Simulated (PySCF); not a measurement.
C2H5Cl2FSi, SMILES [SiH2](CC(Cl)Cl)F.

Coordinates come from a ωB97X-D3(BJ)/def2-SVP optimisation. The values are those of a single conformer.

Two levels are set side by side: PBE/def2-TZVP (PySCF) and PBE0/def2-TZVP (PySCF). Same geometry, gas phase. Differences are taken from unrounded values.

```
quantity                      PBE0    PBE  PBE minus PBE0
---------------------------  -----  -----  --------------
orbital gap (eV)              8.31   5.86           -2.45
highest occupied level (eV)  -8.81  -7.39            1.41
lowest empty level (eV)      -0.50  -1.54           -1.04
dipole moment (D)             0.53   0.50           -0.03
mean polarisability (bohr³)   72.2   75.0             2.8
```

Without exact exchange PBE keeps part of each electron's self-repulsion, which lifts occupied levels and narrows the gap. Loosely held outer electrons make PBE densities more polarisable. Differences between two approximate levels are no errors against the true value.

Rough cost on one machine, each run with all the roots and properties that it gave: PBE0 against PBE within a factor of 2.
